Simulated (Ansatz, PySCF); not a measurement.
boric acid (BH3O3), SMILES OB(O)O. Atoms are numbered in the order given.

```xyz
7

O     -0.5981    -1.2503     0.0000
B     -0.0358    -0.0138     0.0000
O      1.3354     0.0789     0.0000
O     -0.8897     1.0515     0.0000
H      0.0770    -1.9347     0.0000
H      1.6875     0.9714     0.0000
H     -0.4641     1.9105     0.0000
```

Coordinates come from a PBE0-D3(BJ)/def2-SVP optimisation. One conformer was computed; it need not be the lowest.

Two levels are set side by side: PBE-D3(BJ)/def2-SVP (Ansatz, a first-principles code) and PBE0-D3(BJ)/def2-SVP (PySCF). Each level has its own optimised geometry; the coordinates shown are those of the second. Frequencies come from the Hessian of PySCF at each geometry. Differences are taken from unrounded values.

```csv
quantity,PBE0-D3(BJ),PBE-D3(BJ),PBE-D3(BJ) minus PBE0-D3(BJ)
mean bond length (Å),1.163,1.175,0.012
bond O1–B2 (Å),1.358,1.371,0.012
bond B2–O3 (Å),1.374,1.387,0.012
bond B2–O4 (Å),1.365,1.378,0.012
bond O1–H5 (Å),0.961,0.972,0.011
bond O3–H6 (Å),0.959,0.971,0.011
bond O4–H7 (Å),0.959,0.970,0.011
highest harmonic wavenumber (cm⁻¹),3967,3798,-169
mean harmonic wavenumber (cm⁻¹),1438,1382,-56
zero-point energy (kcal/mol),30.83,29.63,-1.20
```

GGA bonds tend to be longer and softer than those of functionals with exact exchange. Differences between two approximate levels are no errors against the true value.
